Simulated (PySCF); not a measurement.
Cartesian coordinates (Å):
```xyz
5

Ti     0.0000     0.0000     0.0000
H      1.4069     0.9205    -0.1874
H     -0.3508    -0.1649     1.6467
H     -1.2882     0.7745    -0.7761
H      0.2321    -1.5301    -0.6831
```
Charge 0, spin multiplicity 1.

### Question
Predict the total energy, HOMO–LUMO gap, dipole moment, charge on the central atom (Mulliken), HOMO, LUMO and charge on the central atom (meta-Löwdin) from PySCF with TPSSh-D3(BJ)/def2-TZVP // r2SCAN-D4/def2-SVP.

### Answer

| Property | Result |
|---|---|
| total energy | -23177.96 eV |
| HOMO–LUMO gap | 4.67 eV |
| dipole moment | 0.00 D |
| charge on the central atom (Mulliken) | 0.63 e |
| HOMO | -8.24 eV |
| LUMO | -3.57 eV |
| charge on the central atom (meta-Löwdin) | 1.04 e |
